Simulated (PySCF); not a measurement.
## `C[C@@H]1C[SiH2]O[Si@@H]1[SiH3]`, C$_{3}$H$_{12}$OSi$_{3}$

Molfile (atoms numbered from 1):
```
C3H12OSi3
     RDKit          3D

 19 19  0  0  0  0  0  0  0  0999 V2000
   -1.5247   -1.3504   -0.4129 C   0  0  0  0  0  0  0  0  0  0  0  0
   -1.0193   -0.1638    0.4004 C   0  0  2  0  0  0  0  0  0  0  0  0
   -1.1188    1.1550   -0.3855 C   0  0  0  0  0  0  0  0  0  0  0  0
    0.0959    2.3885    0.4081 Si  0  0  0  0  0  4  0  0  0  0  0  0
    1.1500    1.3104    1.0430 O   0  0  0  0  0  0  0  0  0  0  0  0
    0.8058   -0.3022    1.0008 Si  0  0  2  0  0  4  0  0  0  0  0  0
    2.2355   -1.3218   -0.4834 Si  0  0  0  0  0  4  0  0  0  0  0  0
   -0.9052   -1.5069   -1.2957 H   0  0  0  0  0  0  0  0  0  0  0  0
   -1.4978   -2.2611    0.1830 H   0  0  0  0  0  0  0  0  0  0  0  0
   -2.5510   -1.1897   -0.7429 H   0  0  0  0  0  0  0  0  0  0  0  0
   -1.6602   -0.0695    1.2857 H   0  0  0  0  0  0  0  0  0  0  0  0
   -0.8154    0.9715   -1.4201 H   0  0  0  0  0  0  0  0  0  0  0  0
   -2.1510    1.5049   -0.4262 H   0  0  0  0  0  0  0  0  0  0  0  0
   -0.4723    3.1535    1.5136 H   0  0  0  0  0  0  0  0  0  0  0  0
    0.8551    3.1849   -0.5478 H   0  0  0  0  0  0  0  0  0  0  0  0
    0.8314   -0.6954    2.4165 H   0  0  0  0  0  0  0  0  0  0  0  0
    1.8824   -2.7402   -0.6294 H   0  0  0  0  0  0  0  0  0  0  0  0
    2.2068   -0.7597   -1.8421 H   0  0  0  0  0  0  0  0  0  0  0  0
    3.6432   -1.2986   -0.0726 H   0  0  0  0  0  0  0  0  0  0  0  0
  1  2  1  0
  2  3  1  0
  3  4  1  0
  4  5  1  0
  5  6  1  0
  6  7  1  0
  6  2  1  0
  1  8  1  0
  1  9  1  0
  1 10  1  0
  2 11  1  1
  3 12  1  0
  3 13  1  0
  4 14  1  0
  4 15  1  0
  6 16  1  1
  7 17  1  0
  7 18  1  0
  7 19  1  0
M  END
```

The calculation used TDDFT CAM-B3LYP/def2-SVPD circular dichroism and optical rotation, one conformer, gas phase (PySCF 2.14.0). Geometry: GFN2-xTB.

Task: Assign R or S to each stereocentre.

Result: C2 R, Si6 R.

Task: Which excitations and rotatory strengths does the calculation give?

Result: Rotatory strengths R in 10⁻⁴⁰ esu² cm², velocity form and length form (origin at the centre of mass); f in length form.
```
state  E (eV)  λ (nm)      f  R (velocity)  R (length)                                  main
    1    6.32     196  0.016         -22.3       -17.8                        HOMO→LUMO 0.92
    2    6.80     182  0.022         +21.9       +20.4                      HOMO→LUMO+1 0.76
    3    6.92     179  0.023         -15.3       -17.2                      HOMO−1→LUMO 0.84
    4    7.34     169  0.009         +49.4       +48.0    HOMO−2→LUMO 0.60, HOMO→LUMO+2 0.09
    5    7.39     168  0.044         -34.6       -32.2  HOMO−1→LUMO+1 0.59, HOMO→LUMO+2 0.16
    6    7.53     165  0.007          -6.5        -7.0  HOMO→LUMO+2 0.43, HOMO−1→LUMO+1 0.16
    7    7.70     161  0.063        +111.7      +107.5  HOMO→LUMO+3 0.38, HOMO−2→LUMO+1 0.21
    8    7.81     159  0.015         +40.0       +36.1  HOMO−2→LUMO+1 0.40, HOMO→LUMO+4 0.15
    9    7.86     158  0.145        -154.7      -148.5  HOMO→LUMO+4 0.38, HOMO−2→LUMO+1 0.21
   10    8.01     155  0.016          -9.8        -9.0    HOMO→LUMO+3 0.15, HOMO−3→LUMO 0.13
   11    8.11     153  0.032         -19.5       -18.8  HOMO−2→LUMO+3 0.37, HOMO→LUMO+7 0.14
   12    8.16     152  0.073          -5.6        -4.8  HOMO−1→LUMO+2 0.45, HOMO→LUMO+6 0.13
```

Among the states computed, the strongest CD band (largest |R|) is state 9. The largest dissymmetry factor in size, g = 4R/(D+G), with D and G the electric and magnetic dipole strengths, is +0.056 for state 4 (velocity form, f = 0.010), among bands with |R| over 0.5. The mirror image has the same energies and oscillator strengths and all R with the opposite sign.
